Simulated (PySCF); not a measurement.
## How methods differ on the excitation energy of Mg⁺

Mg⁺ [Ne] 3s1 (2S) → Mg⁺ [Ne] 3d1 (2D), as a difference of total energies. Computed with PySCF 2.14 in aug-cc-pVQZ with one added diffuse shell each of s, p, d, f, g type (8s7p5d4f3g, 109 functions), with no relativity, point nucleus. The calculations carry no spin-orbit coupling.

Q: Order these methods by the excitation energy they give, lowest first.
A. wB97X
B. r2SCAN
C. UHF
D. PBE0

A: A (67316 cm⁻¹), B (68237 cm⁻¹), D (68739 cm⁻¹), C (69612 cm⁻¹).

For comparison: 71491 cm⁻¹ (measured; NIST levels, between the centres of gravity of the two terms).
